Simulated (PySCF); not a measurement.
Job file and geometry (Å, from GFN2-xTB) of a spin–spin coupling run on `C=C[C@@H]([AsH2])C=O`, C4H7AsO, B3LYP/pcJ-1 As:pcSseg-1 indirect spin-spin coupling, non-relativistic, gas phase in PySCF; density fitting, a coarse starting grid and PySCF grid level 2 are the driver's defaults:

```
$ OMP_NUM_THREADS=1 python probes_run.py task.json out

{"job": {"kind": "j", "xc": "B3LYP", "basis": "pcJ-1"}, "charge": 0, "multiplicity": 1}
C      2.052455     0.212542    -0.955063
C      0.980101    -0.360788    -0.435435
C     -0.111139     0.376139     0.247760
As    -1.717342     0.439938    -1.005382
C     -0.663124    -0.294591     1.443396
O     -1.152843     0.265874     2.389135
H      2.207777     1.277964    -0.896426
H      2.823170    -0.358466    -1.443566
H      0.846685    -1.436368    -0.494548
H      0.157095     1.414408     0.458853
H     -2.683991     0.864201     0.056001
H     -2.102923    -0.995767    -0.769167
H     -0.640310    -1.404599     1.386714
```

Q: What does the program print?

A: 
```
coarse grid: 50536 points
cycle   1  E = -2467.3523394897  dE = -9.946e-02  |g| = 1.120e+00  |ddm| = 3.118e+00
cycle   2  E = -2466.6832046226  dE =  6.691e-01  |g| = 2.065e+00  |ddm| = 3.203e+00
cycle   3  E = -2467.4806053414  dE = -7.974e-01  |g| = 4.344e-01  |ddm| = 2.868e+00
cycle   4  E = -2467.5128723291  dE = -3.227e-02  |g| = 1.220e-01  |ddm| = 3.914e-01
cycle   5  E = -2467.5151546041  dE = -2.282e-03  |g| = 4.963e-02  |ddm| = 1.511e-01
cycle   6  E = -2467.5157873405  dE = -6.327e-04  |g| = 1.503e-02  |ddm| = 5.636e-02
cycle   7  E = -2467.5158379960  dE = -5.066e-05  |g| = 4.631e-03  |ddm| = 1.505e-02
cycle   8  E = -2467.5158429970  dE = -5.001e-06  |g| = 1.317e-03  |ddm| = 4.766e-03
final grid: 106720 points
cycle   9  E = -2467.5158101333  dE =  6.916e-07  |g| = 2.329e-03  |ddm| = 4.026e-03
cycle  10  E = -2467.5158068423  dE =  3.291e-06  |g| = 4.691e-03  |ddm| = 5.607e-03
cycle  11  E = -2467.5158112114  dE = -4.369e-06  |g| = 5.759e-04  |ddm| = 3.848e-03
cycle  12  E = -2467.5158112829  dE = -7.147e-08  |g| = 4.177e-05  |ddm| = 4.316e-04
cycle  13  E = -2467.5158112833  dE = -3.683e-10  |g| = 8.746e-06  |ddm| = 4.153e-05
converged SCF energy = -2467.5158112833

Indirect spin-spin couplings (Hz)
  i      j    bonds     total        FC       PSO       DSO        SD
  0 C    1 C    1     79.922    89.536    -9.793     0.179         -
  0 C    2 C    2      1.619     1.835    -0.229     0.014         -
  0 C    4 C    3      5.761     5.596     0.201    -0.035         -
  0 C    5 O    4     -0.224    -0.066    -0.194     0.035         -
  0 C    6 H    1    162.568   161.500     0.421     0.647         -
  0 C    7 H    1    167.061   166.032     0.436     0.593         -
  0 C    8 H    2      0.554     2.205    -1.195    -0.457         -
  0 C    9 H    3      6.075     6.330    -0.383     0.128         -
  0 C   10 H    4      0.568     0.834     0.238    -0.504         -
  0 C   11 H    4     -0.396    -0.305     0.190    -0.280         -
  1 C    2 C    1     47.539    49.192    -1.978     0.325         -
  1 C    4 C    2      1.141     1.236    -0.178     0.083         -
  1 C    5 O    3     -0.848    -0.851    -0.036     0.038         -
  1 C    6 H    2     -2.002    -0.195    -1.393    -0.415         -
  1 C    7 H    2      0.238     1.963    -1.270    -0.455         -
  1 C    8 H    1    159.848   158.587     0.230     1.031         -
  1 C    9 H    2     -1.780    -1.576    -0.248     0.045         -
  1 C   10 H    3      7.351     7.753     0.214    -0.616         -
  1 C   11 H    3      1.154     1.114    -0.067     0.107         -
  1 C   12 H    3      2.466     2.388    -0.201     0.279         -
  2 C    4 C    1     45.414    47.794    -2.747     0.367         -
  2 C    5 O    2     -0.500    -2.396     1.885     0.011         -
  2 C    6 H    3      8.071     8.062    -0.204     0.214         -
  2 C    7 H    3     12.880    12.858     0.364    -0.342         -
  2 C    8 H    2      4.588     4.581    -0.061     0.067         -
  2 C    9 H    1    151.838   149.989     0.368     1.481         -
  2 C   10 H    2     -0.028    -0.049     0.040    -0.020         -
  2 C   11 H    2     -0.858    -0.966     0.121    -0.013         -
  2 C   12 H    2     30.674    30.843    -0.277     0.108         -
  4 C    5 O    1     32.692    13.239    19.526    -0.073         -
  4 C    6 H    4     -1.284    -1.344     0.177    -0.117         -
  4 C    7 H    4     -0.584    -0.624     0.241    -0.201         -
  4 C    8 H    3      5.013     5.066    -0.354     0.301         -
  4 C    9 H    2     -4.044    -3.780    -0.399     0.135         -
  4 C   10 H    3      2.221     1.910    -0.165     0.476         -
  4 C   11 H    3      4.205     3.938    -0.268     0.535         -
  4 C   12 H    1    175.986   175.818    -1.107     1.276         -
  5 O    8 H    4      0.444     0.105     0.175     0.164         -
  5 O    9 H    3     -1.314    -1.858     0.565    -0.022         -
  5 O   10 H    4     -0.846    -0.389    -0.214    -0.243         -
  5 O   11 H    4     -0.183    -0.094    -0.128     0.039         -
  5 O   12 H    2     -4.434    -7.529     2.755     0.340         -
  6 H    7 H    2      0.003    -0.365     3.812    -3.444         -
  6 H    8 H    3     18.020    18.352     2.742    -3.074         -
  6 H    9 H    4     -0.404    -0.792    -1.619     2.007         -
  6 H   10 H    5     -1.444    -0.631     0.609    -1.422         -
  6 H   11 H    5     -0.517     0.171     0.863    -1.551         -
  6 H   12 H    5      0.223     0.231     1.051    -1.059         -
  7 H    8 H    3     11.921    12.171     0.198    -0.448         -
  7 H    9 H    4     -0.499    -0.539     1.438    -1.398         -
  7 H   10 H    5     -1.256    -0.429     1.007    -1.834         -
  8 H    9 H    3     11.645    11.436     2.632    -2.423         -
  8 H   10 H    4     -1.038     0.215     0.953    -2.206         -
  8 H   11 H    4      0.628    -0.186    -0.874     1.687         -
  8 H   12 H    4      0.171    -0.306    -1.772     2.249         -
  9 H   10 H    3      0.984     0.950    -0.020     0.054         -
  9 H   11 H    3     10.651    12.245     1.653    -3.246         -
  9 H   12 H    3      6.647     6.465     2.528    -2.346         -
 10 H   11 H    2    -13.578   -13.277     0.178    -0.478         -
 10 H   12 H    4      0.204    -0.014     0.440    -0.222         -
 11 H   12 H    4      0.799    -0.508    -1.277     2.584         -
```

Size and cost of the density-fitted run: 246 basis functions, 83 s wall time on 1 thread of an Arm Neoverse N1, shared host; peak memory 0.98 GiB.
